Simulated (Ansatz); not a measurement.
Basis-set extrapolation for F₂H₄Si₂ (`F[SiH](F)[SiH3]`) (PBE0-D4/def2-TZVP geometry, frozen core, Ansatz 0.2.0). Multiplicity 1, RHF reference.

|  | def2-TZVPP | def2-QZVPP |
| --- | --- | --- |
| HF | -779.316514 | -779.344888 |
| MP2 correlation | -0.743659 | -0.811835 |
| CCSD(T) correlation | -0.801725 | not run |

Energies in hartree. Use E(X) = E(∞) + A·exp(−7.88·√X) for Hartree–Fock and E(X) = E(∞) + B·X^(−2.97) for correlation, with X = 3 and 4, and add CCSD(T) minus MP2 of the smaller set to the MP2 limit.

Problem. What is the CCSD(T) energy at the basis-set limit?

Solution. HF limit: -779.344888 + (-0.028374) × 0.13774 = -779.34880. MP2 limit: -0.811835 + (-0.068176) × 0.74074 = -0.86234. Higher-order term: -0.801725 − (-0.743659) = -0.05807. Total: -780.26921 hartree, 94.7 kcal/mol below CCSD(T)/def2-TZVPP.
